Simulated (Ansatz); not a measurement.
Cartesian coordinates (Å):
SMILES: C#CC=O
```xyz
6

C      1.4244     0.3816    -0.4235
C      0.3030     0.1099    -0.0881
C     -1.0320    -0.2759     0.3069
O     -1.8921     0.5070     0.6277
H      2.4125     0.6429    -0.7176
H     -1.2159    -1.3654     0.2947
```
Charge 0, multiplicity 1.

Calculation: frozen-core CCSD(T)/cc-pVQZ // B3LYP-D3(BJ)/def2-TZVP (Ansatz, a first-principles code). The restricted HF reference is unstable towards unrestricted orbitals.

| Property | Value |
|---|---|
| HF energy | -189.62363 Ha |
| MP2 correlation energy | -0.72928 Ha |

**Question.** Estimate the CCSD correlation energy, the (T) correction, the total energy and the T1 diagnostic.

**Answer.** 
```yaml
CCSD correlation energy: -0.73139 Ha
"(T) correction": -0.03824 Ha
CCSD(T) total energy: -190.39325 Ha
T1 diagnostic: 0.016
```
